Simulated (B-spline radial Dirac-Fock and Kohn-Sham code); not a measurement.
## Binding energies of Ar⁶⁺ at several levels of theory

System: the Ar⁶⁺ ion, configuration [Ne] 3s2.

The density-functional columns are spherical, spin-unpolarised Dirac-Kohn-Sham results without Breit or QED terms: −ε is minus the orbital energy of the initial state and ΔSCF the difference of two total energies. The reference in the last column comes from multi-electron Dirac-Fock with separately optimised hole states, Breit and Lamb-shift corrections added in first order. All numbers are from a radial finite-basis atomic code, in eV; a selection of levels is shown.

```
level  PBE −ε  PBE ΔSCF  LDA −ε  LDA ΔSCF  Dirac-Fock
    K  3239.2    3350.9  3229.2    3340.5      3334.3
   L1   409.8     434.8   408.6     433.6       446.8
   L2   344.9     372.6   344.8     372.5       370.0
   L3   342.6     370.2   342.5     370.0       367.8
   M1   116.1     125.2   116.2     125.3       122.3
```

Problem. Order the estimates of the K (1s) level by their distance from the Dirac-Fock value, nearest first.
A. LDA −ε
B. PBE ΔSCF
C. PBE −ε
D. LDA ΔSCF

Solution. D (6.2 eV), B (16.6 eV), C (95.1 eV), A (105.1 eV).

For the outermost level NIST gives 124.41 ± 0.06 eV (semi-empirical); the differences from it are PBE −ε -8.36, PBE ΔSCF +0.75, LDA −ε -8.23, LDA ΔSCF +0.94, Dirac-Fock -2.15 eV.

Values without a named source are computed, but for edge energies of neutral atoms, which are taken from tables.
